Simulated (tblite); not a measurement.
Compound: C3H9FSSi.
Z-matrix (Å and degrees, GFN2-xTB geometry), rows numbered from 1:
```
C 
C   1  1.5249
Si  2  1.8861  1  112.18
F   3  1.6191  2  109.15  1    62.87
S   3  2.1388  2  109.93  1   179.98
C   5  1.8210  3   99.06  2  -165.71
H   1  1.0872  2  110.61  3   -58.28
H   1  1.0874  2  110.75  3    61.63
H   1  1.0882  2  110.58  3  -178.32
H   2  1.0923  1  109.12  3   121.49
H   2  1.0901  1  109.35  3  -122.48
H   3  1.4541  2  116.93  1   -52.39
H   6  1.0845  5  106.79  3   176.60
H   6  1.0846  5  109.50  3    57.30
H   6  1.0851  5  109.58  3   -64.17
```

Computed with GFN2-xTB (tblite): harmonic, unscaled wavenumbers at the GFN2-xTB geometry, gas phase. Against measured fundamentals such values can be off by several per cent, at times by over 20. Modes of hydrogen on silicon can be 10 to 20 % off. One conformer, not necessarily the lowest.

Harmonic wavenumbers (cm⁻¹): 41.1, 49.6, 92.9, 122.6, 152.9, 197.0, 211.7, 260.2, 287.1, 524.1, 628.9, 669.4, 723.7, 728.1, 733.4, 811.6, 949.5, 961.2, 984.1, 1025.4, 1079.1, 1231.8, 1292.9, 1322.7, 1421.3, 1452.3, 1458.0, 1467.3, 1509.5, 1511.2, 2327.2, 2967.1, 2995.1, 3024.6, 3035.7, 3036.9, 3043.3, 3047.7, 3063.4.

A = 4650, B = 1251, C = 1054 MHz; mass 124.018 u (most abundant isotopes); point group C1, symmetry number 1.

Task: Zero-point energy?

Result: ½Σν̃ = 25221 cm⁻¹ = 72.11 kcal/mol.

Task: What is S at 400 K and 1 bar for an ideal gas of classical rigid rotors and harmonic oscillators?

Result: Translation 41.85, rotation 29.23, vibration 38.24: S = 109.3 cal/(mol K).

Task: And Cp and H(400 K) − H(0)?

Result: Cp = 40.59 cal/(mol K), of which vibrations give 32.64 (their classical limit is 39 R = 77.5); H(400 K) − H(0) = 10.49 kcal/mol without the zero-point energy, 7.31 from vibrations.

Task: Which modes carry the vibrational entropy at 400 K?

Result: 41.1 cm⁻¹: 5.79; 49.6 cm⁻¹: 5.42; 92.9 cm⁻¹: 4.17; 122.6 cm⁻¹: 3.63; 152.9 cm⁻¹: 3.20; 197.0 cm⁻¹: 2.71 cal/(mol K); the other 33 give 13.32 together.

Task: How do the functions run with temperature in this model?

Result: 
```tsv
T (K)	S (cal/(mol K))	Cp (cal/(mol K))	H − H(0) (kcal/mol)	G − H(0) (kcal/mol)	ln q(vib)
50	58.8	14.3	0.53	-2.41	0.76
100	70.5	19.8	1.40	-5.66	2.24
298.15	98.4	33.7	6.70	-22.65	7.63
373.15	106.5	38.9	9.42	-30.34	9.42
500	119.0	46.4	14.85	-44.66	12.29
750	140.0	57.2	27.90	-77.12	17.47
1000	157.6	64.6	43.18	-114.38	22.13
```

q(vib) and H(0) count from the zero-point level.

Task: Blend soft modes into free rotors: weight 1/[1 + (100 cm⁻¹/ν̃)⁴] for the oscillator and the rest for a rotor with moment μB/(μ + B), μ = h/(8π²ν), B = 10⁻⁴⁴ kg m². What vibrational entropy results?

Result: 34.19 cal/(mol K) in place of 38.24, which changes −T·S at 400 K by +1.62 kcal/mol.

Hindered rotation and anharmonicity are outside this model. Other conformers, if any are populated, would add a mixing term that is left out. The structure is chiral; the term R ln 2 for an equal mix with its mirror image is left out.

Time: 0.77 s of wall time. Hardware: an Arm Neoverse N1 with one thread, shared host with 64 logical CPUs at a one-minute load of 56. This covers the Hessian and the dipole derivatives.
